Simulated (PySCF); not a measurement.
C$_{2}$H$_{6}$N (SMILES C[N-]C), charge -1, singlet, geometry from GFN2-xTB (in this run its highest filled SCF level lies above zero, so its values depend strongly on the basis, on diffuse functions most of all). Base run: M062X/6-31+G* run with PySCF.

Input for PySCF:
```python
from pyscf import gto, scf, dft, solvent

mol = gto.Mole()
mol.atom = '''
    C    -0.00450711   -0.16012117    1.14423294
    N     0.05359214    0.63577940   -0.00002007
    C    -0.02236646   -0.15868797   -1.14422288
    H     0.82977693   -0.94369191    1.23989698
    H     0.05529176    0.46516035    2.04681331
    H    -0.95658511   -0.79311257    1.25393224
    H     0.81031525   -0.94213013   -1.25387748
    H     0.02334443    0.46772410   -2.04684276
    H    -0.97604679   -0.79155078   -1.23984221
'''
mol.basis = '6-31+g*'
mol.charge = -1
mol.verbose = 3
mol.build()

mf = dft.RKS(mol)
mf.xc = 'm062x'
mf.kernel()
```

Each row names what was changed in the base input (with any setting that the change needs).

```csv
change,ΔE vs base (kJ/mol),HOMO-LUMO gap (eV)
base,0.00,4.79
model = IEF-PCM; solvent = methanol; vdw_scale = 1.1,-283.9,6.42
model = IEF-PCM; solvent = water,-276.9,6.20
model = IEF-PCM; solvent = methanol; lebedev_order = 41,-271.7,6.18
model = IEF-PCM; solvent = 2-propanol,-264.3,6.14
model = IEF-PCM; solvent = methanol; vdw_scale = 1.0,-293.0,6.67
model = COSMO; solvent = methanol,-267.6,6.16
model = ddCOSMO; solvent = methanol,-255.3,6.11
model = SS(V)PE; solvent = methanol,-255.7,6.12
model = C-PCM; solvent = methanol,-271.9,6.18
model = IEF-PCM; solvent = methanol; lebedev_order = 11,-265.3,6.14
model = IEF-PCM; solvent = methanol,-271.1,6.17
```

The base is the gas phase, so ΔE is the electrostatic part of solvation at a fixed geometry, without cavity and dispersion terms.

The gas-phase anion may not be bound at this level, which the solvent then changes.
